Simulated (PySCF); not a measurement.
PySCF job for C2H7ClOSi2, SMILES O[SiH2]/C(Cl)=C/[SiH3], PBE-D3(BJ)/def2-SVP. The structure is a stationary point at PBE-D3(BJ)/def2-SVP. The structure was generated by enumeration; whether it is a known compound was not checked. The values are those of a single conformer.

```python
import numpy as np
from pyscf import gto, scf, dft, df
from pyscf.hessian import thermo

mol = gto.M(
    atom='''
    O    -2.71071576    1.13350060    0.32418536
    Si   -2.03245518   -0.32936699   -0.13972610
    C    -0.14460612   -0.19970456   -0.11883842
    Cl    0.44325705    0.40726001    1.44853770
    C     0.73674295   -0.49816060   -1.09669293
    Si    2.61391251   -0.34748518   -0.96267717
    H    -2.29446278    1.51586288    1.11847561
    H    -2.41857271   -1.45504032    0.78328386
    H    -2.48775899   -0.60462772   -1.53899661
    H     0.28980571   -0.85414221   -2.04376704
    H     3.21994650   -0.80323268   -2.26038432
    H     3.01283191    1.07957251   -0.70615907
    H     3.13534305   -1.20669632    0.15575740
    ''',
    basis='def2-SVP',
    charge=0,
    spin=0,
    max_memory=1600,
    verbose=3,
)
mf = dft.RKS(mol, xc='pbe').density_fit(auxbasis='def2-universal-jkfit')
mf.disp = 'd3bj'
mf.grids.level = 3
mf.conv_tol = 1e-11
mf.max_cycle = 100
mf.kernel()

# [left out here: the lines that compute and print the analytic Hessian (its translational invariance restored by hand, since the grid's response is missing), thermochemistry and intensities]
```

It prints:

```
converged SCF energy = -1193.73166941225

WARN: DFTD3 does not support analytical Hessian, using finite difference


WARN: Mole.unit (angstrom) is changed to Bohr

Mode                                 0                   1                   2
Irrep
Freq [cm^-1]                       40.3670             81.5594            102.4603
Reduced mass [au]                   4.8933              3.6453              1.0617
Force const [Dyne/A]                0.0047              0.0143              0.0066
Char temp [K]                      58.0791            117.3458            147.4175
Normal mode                   x     y     z       x     y     z       x     y     z
       0   O                 0.01 -0.06  0.16   -0.14 -0.06 -0.02    0.01  0.00  0.00
       1  Si                -0.00  0.01 -0.05    0.02  0.01 -0.01   -0.00 -0.01  0.01
       2   C                -0.00  0.02 -0.04    0.01  0.09  0.01   -0.00 -0.01 -0.01
       3  Cl                -0.03  0.05 -0.04    0.04  0.01  0.02   -0.00  0.02 -0.02
       4   C                 0.02 -0.01 -0.01   -0.00  0.09 -0.01    0.00 -0.02  0.00
       5  Si                 0.02 -0.04  0.03    0.01 -0.06 -0.01   -0.00 -0.00  0.01
       6   H                 0.13 -0.11  0.13   -0.32 -0.08  0.09    0.05  0.02 -0.02
       7   H                 0.01 -0.12 -0.20    0.09 -0.02 -0.01    0.00  0.00  0.03
       8   H                -0.02  0.18 -0.08    0.06 -0.01 -0.02   -0.02 -0.03  0.02
       9   H                 0.04 -0.03 -0.02   -0.02  0.14 -0.02    0.01 -0.05  0.01
      10   H                 0.04 -0.08  0.06   -0.03 -0.05 -0.03   -0.01  0.51 -0.17
      11   H                 0.04 -0.04  0.00    0.14 -0.11  0.06   -0.04 -0.09  0.57
      12   H                -0.03 -0.02  0.07   -0.07 -0.17 -0.05    0.05 -0.43 -0.34
Mode                                 3                   4                   5
Irrep
Freq [cm^-1]                      124.9588            158.2476            199.9101
[...]
       4   C                 0.02 -0.11  0.04    0.02 -0.04  0.04    0.02  0.04  0.06
       5  Si                -0.00  0.01 -0.00   -0.00  0.00 -0.01    0.01 -0.01 -0.02
       6   H                 0.14 -0.19  0.03   -0.26  0.31 -0.06    0.07 -0.12 -0.00
       7   H                 0.16 -0.14 -0.07   -0.31  0.26  0.14    0.35 -0.08  0.02
       8   H                 0.17  0.00 -0.05   -0.00 -0.06  0.01    0.33  0.07 -0.09
       9   H                -0.02  0.72 -0.26    0.05  0.33 -0.11    0.22 -0.12  0.03
      10   H                -0.00 -0.02  0.01    0.03  0.00  0.01   -0.02 -0.01 -0.02
      11   H                 0.11 -0.02  0.01    0.01 -0.00  0.02   -0.21  0.04  0.06
      12   H                -0.11 -0.04  0.00   -0.08 -0.01  0.02   -0.20 -0.01  0.08
Mode                                18                  19                  20
Irrep
Freq [cm^-1]                      869.1813            889.1717            904.3944
Reduced mass [au]                   1.1972              1.4046              1.1186
Force const [Dyne/A]                0.5329              0.6543              0.5390
Char temp [K]                    1250.5583           1279.3201           1301.2222
Normal mode                   x     y     z       x     y     z       x     y     z
       0   O                -0.03  0.03  0.00   -0.00 -0.08 -0.07    0.02 -0.02 -0.00
       1  Si                 0.04 -0.02 -0.00   -0.01  0.04  0.04   -0.03  0.01  0.00
       2   C                -0.02  0.01 -0.02    0.04  0.01  0.02    0.05  0.01  0.03
       3  Cl                 0.00  0.00  0.00   -0.00 -0.00 -0.01   -0.00 -0.00 -0.01
       4   C                -0.00 -0.00  0.02    0.00 -0.00 -0.01    0.01  0.00 -0.01
       5  Si                 0.05  0.00  0.00   -0.00  0.00  0.00    0.01  0.01  0.03
       6   H                 0.04 -0.06  0.01    0.38 -0.52 -0.04   -0.03  0.04 -0.01
       7   H                -0.33  0.04 -0.08   -0.09  0.14  0.12    0.18  0.00  0.08
       8   H                -0.31 -0.01  0.10   -0.17  0.44  0.01    0.15  0.05 -0.06
       9   H                -0.02  0.06  0.00   -0.05  0.00  0.01   -0.07 -0.01  0.04
      10   H                -0.39 -0.08 -0.16   -0.02 -0.00 -0.00    0.15  0.03  0.07
      11   H                -0.43  0.13 -0.04    0.03 -0.01  0.01   -0.20  0.17 -0.57
      12   H                -0.41 -0.17  0.07    0.04  0.02 -0.00   -0.16 -0.52 -0.32
Mode                                21                  22                  23
Irrep
Freq [cm^-1]                      909.8127            914.2933            930.0368
Reduced mass [au]                   1.0363              1.4739              1.3250
Force const [Dyne/A]                0.5054              0.7259              0.6753
Char temp [K]                    1309.0179           1315.4645           1338.1159
Normal mode                   x     y     z       x     y     z       x     y     z
       0   O                -0.00  0.00  0.00    0.03 -0.02  0.00   -0.02  0.05  0.03
       1  Si                 0.00 -0.00 -0.00   -0.06  0.01 -0.00    0.02 -0.07 -0.03
       2   C                -0.00 -0.00 -0.00    0.10  0.02  0.05   -0.03  0.01 -0.02
       3  Cl                 0.00  0.00  0.00   -0.01 -0.00 -0.01    0.00  0.00  0.00
       4   C                 0.00  0.00 -0.00   -0.01 -0.01 -0.05   -0.01 -0.00  0.01
       5  Si                -0.00  0.03 -0.01    0.03  0.00  0.00   -0.00 -0.00 -0.00
       6   H                -0.00  0.00 -0.00   -0.09  0.11 -0.01   -0.07  0.17 -0.01
       7   H                -0.00  0.01  0.00    0.32 -0.01  0.14    0.02  0.36  0.48
       8   H                -0.00  0.00 -0.00    0.26  0.05 -0.11    0.05  0.56 -0.15
       9   H                 0.00  0.04 -0.01   -0.17 -0.02  0.03    0.03  0.03 -0.02
      10   H                 0.04 -0.70  0.27   -0.44 -0.10 -0.18    0.04  0.02  0.01
      11   H                -0.25  0.02  0.37   -0.16  0.01  0.25    0.02 -0.01  0.01
      12   H                 0.27 -0.20 -0.29   -0.16  0.14  0.19    0.02  0.02  0.01
Mode                                24                  25                  26
Irrep
Freq [cm^-1]                     1154.8069           1595.2462           2152.3995
Reduced mass [au]                   1.2557             10.1769              1.0393
Force const [Dyne/A]                0.9866             15.2589              2.8367
Char temp [K]                    1661.5101           2295.2041           3096.8236
Normal mode                   x     y     z       x     y     z       x     y     z
       0   O                -0.00  0.00  0.00   -0.00  0.00  0.00    0.00 -0.00  0.00
       1  Si                 0.00 -0.00  0.00   -0.01 -0.00  0.00   -0.01 -0.03  0.02
       2   C                -0.01 -0.03 -0.10    0.15 -0.04 -0.13    0.00  0.00  0.00
       3  Cl                 0.00  0.00  0.00   -0.00  0.00  0.00   -0.00 -0.00 -0.00
       4   C                 0.07  0.02  0.04   -0.15  0.04  0.13   -0.00 -0.00 -0.00
       5  Si                -0.01  0.00  0.01    0.01 -0.00 -0.00   -0.00  0.00 -0.00
       6   H                -0.00  0.00  0.00   -0.00  0.00  0.00   -0.00 -0.00  0.00
       7   H                -0.02  0.00 -0.01   -0.01  0.00 -0.00    0.25  0.73 -0.60
       8   H                 0.01 -0.00 -0.01    0.01 -0.01 -0.01    0.01  0.00  0.06
       9   H                -0.77  0.09  0.40    0.12  0.02  0.03    0.00 -0.00 -0.00
      10   H                -0.01  0.00  0.01    0.03  0.00  0.01    0.01 -0.01 -0.04
      11   H                 0.05 -0.02 -0.00   -0.00 -0.00  0.01    0.01  0.04  0.01
      12   H                 0.05  0.02 -0.02   -0.00  0.01  0.00    0.02 -0.03  0.04
Mode                                27                  28                  29
Irrep
Freq [cm^-1]                     2166.3849           2172.4473           2179.7186
Reduced mass [au]                   1.0209              1.0512              1.0493
Force const [Dyne/A]                2.8229              2.9230              2.9373
Char temp [K]                    3116.9455           3125.6679           3136.1298
Normal mode                   x     y     z       x     y     z       x     y     z
       0   O                 0.00 -0.00 -0.00    0.00  0.00 -0.00   -0.00  0.00 -0.00
       1  Si                -0.00 -0.00  0.00   -0.00 -0.00  0.00   -0.00  0.00 -0.00
       2   C                -0.00  0.00  0.00    0.00  0.00  0.00   -0.00  0.00  0.00
       3  Cl                -0.00 -0.00 -0.00   -0.00 -0.00 -0.00   -0.00 -0.00 -0.00
       4   C                 0.00 -0.00 -0.00   -0.00 -0.00  0.00    0.00  0.00  0.00
       5  Si                 0.02  0.01  0.01    0.00 -0.04  0.01   -0.01  0.01  0.04
       6   H                -0.00  0.00 -0.00   -0.00 -0.00  0.00    0.00 -0.00 -0.00
       7   H                 0.02  0.06 -0.05    0.00  0.01 -0.01   -0.00 -0.01  0.01
       8   H                -0.00 -0.00 -0.00    0.00  0.00  0.00    0.01  0.01  0.03
       9   H                 0.01 -0.00 -0.00    0.00 -0.01  0.00    0.00  0.00  0.00
      10   H                -0.14  0.11  0.32   -0.02  0.00  0.05    0.37 -0.27 -0.78
      11   H                -0.17 -0.66 -0.11    0.18  0.62  0.12   -0.06 -0.22 -0.03
      12   H                -0.20  0.35 -0.45   -0.25  0.40 -0.54   -0.10  0.17 -0.20
Mode                                30                  31                  32
Irrep
Freq [cm^-1]                     2204.9890           3073.1026           3738.1078
Reduced mass [au]                   1.0425              1.0881              1.0663
Force const [Dyne/A]                2.9864              6.0543              8.7787
Char temp [K]                    3172.4883           4421.5104           5378.3049
Normal mode                   x     y     z       x     y     z       x     y     z
       0   O                 0.00  0.00 -0.00    0.00 -0.00  0.00    0.02  0.03  0.05
       1  Si                 0.01  0.00  0.03    0.00 -0.00 -0.00    0.00 -0.00  0.00
       2   C                -0.00  0.00  0.00   -0.00  0.00  0.00    0.00 -0.00 -0.00
       3  Cl                 0.00 -0.00 -0.00    0.00  0.00  0.00    0.00  0.00  0.00
       4   C                 0.00 -0.00 -0.00   -0.03 -0.03 -0.07    0.00  0.00  0.00
       5  Si                -0.00  0.00  0.00    0.00 -0.00 -0.00   -0.00 -0.00 -0.00
       6   H                -0.00 -0.00  0.00   -0.00  0.00 -0.00   -0.39 -0.40 -0.79
       7   H                 0.02  0.04 -0.02    0.00 -0.00  0.00    0.00 -0.00 -0.00
       8   H                -0.30 -0.18 -0.91    0.00  0.00  0.00   -0.00  0.00 -0.00
       9   H                 0.00 -0.00 -0.00    0.38  0.31  0.82   -0.00 -0.00  0.00
      10   H                 0.01 -0.01 -0.03   -0.00  0.00  0.00    0.00  0.00  0.00
      11   H                 0.00 -0.00  0.00    0.00  0.00 -0.00    0.00  0.00  0.00
      12   H                -0.00  0.00 -0.00    0.00 -0.00  0.00    0.00 -0.00  0.00
temperature 298.1500 [K]
pressure 101325.00 [Pa]
Rotational constants [GHz] 3.30807 0.94981 0.78960
Symmetry number 1
Zero-point energy (ZPE) 0.07706 [Eh]   202332.193 [J/mol]
                           tot       elec      trans        rot        vib
Entropy [J/mol/K]       409.537      0.000    170.260    122.385    116.892
Cv [J/mol/K]            139.162      0.000     12.472     12.472    114.219
Cp [J/mol/K]            147.477      0.000     20.786     12.472    114.219
Internal energy [J/mol]                      3718.434   3718.434 220230.671
Internal energy [Eh]   -1193.64496  -1193.73167
Enthalpy [J/mol]                             6197.391   3718.434 220230.671
Enthalpy [Eh]          -1193.64401
Gibbs free energy [J/mol]                  -44565.579 -32770.581 185379.285
Gibbs free energy [Eh] -1193.69052
mode   freq/cm-1   IR/(km/mol)
   1       40.37         4.098
   2       81.56         6.423
   3      102.46         0.134
   4      124.96         1.755
   5      158.25        10.463
   6      199.91        26.961
   7      262.76        75.295
   8      326.76        21.337
   9      442.74        31.705
  10      499.64        33.396
  11      594.77        29.472
  12      621.73        14.984
  13      643.59        43.353
  14      701.33        25.509
  15      725.20        26.740
  16      792.51         2.711
  17      807.21       106.616
  18      847.45        30.889
  19      869.18       598.445
  20      889.17        48.429
  21      904.39        69.401
  22      909.81        37.881
  23      914.29        40.862
  24      930.04       109.113
  25     1154.81         3.101
  26     1595.25        31.506
  27     2152.40       128.536
  28     2166.38        52.285
  29     2172.45        87.151
  30     2179.72        97.694
  31     2204.99        99.841
  32     3073.10         0.425
  33     3738.11        63.235
max |gradient| / (hartree/bohr): 3.8504623555829715e-05
APT charges: [-0.7941  1.4379  0.0212 -0.359  -0.4314  1.041   0.3106 -0.2952 -0.2571
  0.0324 -0.2419 -0.2321 -0.2322]
```

The calculation finished and met its thresholds.
